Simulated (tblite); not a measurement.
C7H10OP (charge -1).
SMILES with atom numbers: `[CH3:1][CH2:2][c:3]1[cH:4][p-:5][cH:6][c:7]1[O:8][CH3:9]` (hydrogens: H10, H11, H12 on C1; H13, H14 on C2; H15 on C4; H16 on C6; H17, H18, H19 on C9)
Bond orders are those of one Lewis drawing.

Computed with GFN2-xTB (tblite), gas phase: L-BFGS steps from a force-field or distance-geometry start until the largest atomic force falls under 0.01 eV/Å.

At the end of the run (lengths in Å): C4–P5 1.741, P5–C6 1.750, C3–C7 1.407, C4–H15 1.081, C7–O8 1.409, O8–C9 1.389, C6–H16 1.080, C3–C4–P5 113.5°, C4–C3–C7 111.2°, P5–C6–C7 112.0°, C4–P5–C6 89.6°, C1–C2–C3–C4 103°, C6–C7–O8–C9 1°.

Problem. These geometries were met on the way; a selection of coordinates is given. Order them by energy above the end point, lowest first.
A. C4–P5 1.801, P5–C6 1.814, C3–C7 1.433, C4–H15 1.115, C7–O8 1.411, O8–C9 1.393, C6–H16 1.102, C3–C4–P5 107.6°, C4–C3–C7 115.0°, P5–C6–C7 106.4°, C4–P5–C6 93.8°, C1–C2–C3–C4 103°, C6–C7–O8–C9 -1°
B. C4–P5 1.747, P5–C6 1.761, C3–C7 1.411, C4–H15 1.121, C7–O8 1.424, O8–C9 1.381, C6–H16 1.115, C3–C4–P5 109.4°, C4–C3–C7 113.1°, P5–C6–C7 107.6°, C4–P5–C6 93.9°, C1–C2–C3–C4 104°, C6–C7–O8–C9 -1°
C. C4–P5 1.742, P5–C6 1.752, C3–C7 1.403, C4–H15 1.073, C7–O8 1.415, O8–C9 1.388, C6–H16 1.080, C3–C4–P5 113.2°, C4–C3–C7 111.5°, P5–C6–C7 111.7°, C4–P5–C6 89.7°, C1–C2–C3–C4 103°, C6–C7–O8–C9 0°
D. C4–P5 1.863, P5–C6 1.868, C3–C7 1.473, C4–H15 1.082, C7–O8 1.372, O8–C9 1.425, C6–H16 1.079, C3–C4–P5 105.8°, C4–C3–C7 117.2°, P5–C6–C7 106.2°, C4–P5–C6 93.4°, C1–C2–C3–C4 104°, C6–C7–O8–C9 -1°
E. C4–P5 1.744, P5–C6 1.752, C3–C7 1.406, C4–H15 1.086, C7–O8 1.404, O8–C9 1.385, C6–H16 1.079, C3–C4–P5 113.1°, C4–C3–C7 111.6°, P5–C6–C7 112.1°, C4–P5–C6 89.6°, C1–C2–C3–C4 104°, C6–C7–O8–C9 0°

Solution. E (0.017 eV), C (0.031 eV), B (0.180 eV), A (0.308 eV), D (0.642 eV).

```tsv
step	E above end (eV)	rms distance from the end, all atoms (Å)	largest force (eV/Å)	rms shift of all bonds from the end (Å)
8	0.017	0.054	0.161	0.002
4	0.031	0.062	0.350	0.003
2	0.180	0.076	1.270	0.014
1	0.308	0.084	1.499	0.023
0	0.642	0.092	3.357	0.045
```

Rows stand in the order of the answer.
